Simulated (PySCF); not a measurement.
**F⁺: excitation energy**

F⁺ [He] 2s2 2p4 (3P) → F⁺ [He] 2s1 2p5 (3P), as a difference of total energies. Computed with PySCF 2.14 in dyall-acv3z, with the non-relativistic Hamiltonian (point nucleus). Correlated levels: valence: 1s2 frozen; valence and next inner shell: nothing frozen; virtual orbitals above 40 to 60 times the deepest correlated orbital energy dropped. The calculations carry no spin-orbit coupling.

**Question.** Order these methods by the excitation energy they give, lowest first.
A. UHF
B. MP2 (valence and next inner shell)
C. SCS-MP2 (valence)
D. PBE

**Answer.** D (18.669 eV), C (20.686 eV), B (20.724 eV), A (21.701 eV).

Errors of the correlated levels include the incompleteness of this basis and the frozen core.

For comparison: 20.431 eV (measured; NIST levels, between the centres of gravity of the two terms).
